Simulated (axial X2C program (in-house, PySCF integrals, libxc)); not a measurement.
Working with the constants of RuH⁺

A bond curve at the PBE0 level, with spin–orbit coupling, was computed with an axial X2C code built on PySCF integrals (basis Ru dyall-cv3z [12s12p8d5f3g], H dyall-v3z [6s2p1d] (cores contracted in-house)) for the state Ω = 3 (⟨Sz⟩ = 1.99, ⟨Lz⟩ = 1.01 at PBE0). Its fit gives Re = 1.6012 Å, ωe = 2005.6 cm⁻¹, ωexe = 29.4 cm⁻¹ and αe = 1.651e-01 cm⁻¹; the masses are 101.9043 and 1.0078 u. Two-component means X2C with spin–orbit coupling and atomic mean-field Coulomb and Gaunt terms.

(1) Find the reduced mass, Be and the force constant.

(2) Scale the constants to the deuteride (D 2.0141 u) within the Born–Oppenheimer picture.

(3) Estimate the centrifugal constant by the Kratzer relation.

(4) Where do the fundamental and the first overtone lie?

(5) A Morse curve ties αe to the other constants (Pekeris). How well does that hold?

Occupations by symmetry block were frozen at the best pattern of an incomplete PBE0 search. Density functionals use the spin component along the axis (collinear). Other states lie close and PBE0, whose exact exchange favours high spin, may order them wrongly; the determinant shown need not be the ground state. The nearest other 2c determinant of the search, Ω = 4, lies 0.05 eV up at the distance of the search. Without a current term, density functionals place determinants with orbital angular momentum somewhat too high. With several unpaired electrons one determinant need not be a pure state. Open-shell Ω = 0 determinants with evenly filled partner blocks cannot be reached by this program, so the Ω shown need not be the lowest component.

Results:

(1) From the PBE0 values: μ = 0.9979 u. Be = 16.8576/(μ Re²) = 6.589 cm⁻¹. k = 5.8918×10⁻⁷ μ ωe² = 2.37 mdyn/Å.

(2) ρ = √(μH/μD) = 0.7108; ωe = 1425.6, ωexe = 14.9, Be = 3.329 cm⁻¹; the zero-point energy falls by 286 cm⁻¹.

(3) D = 4Be³/ωe² = 2.84e-04 cm⁻¹.

(4) ν(1←0) = ωe − 2ωexe = 1946.8 cm⁻¹; ν(2←0) = 2ωe − 6ωexe = 3834.8 cm⁻¹.

(5) αe(Morse) = 6Be²/ωe × (√(ωexe/Be) − 1) = 1.445e-01 cm⁻¹; the PBE0 curve gives 1.651e-01 cm⁻¹, a ratio of 0.88.
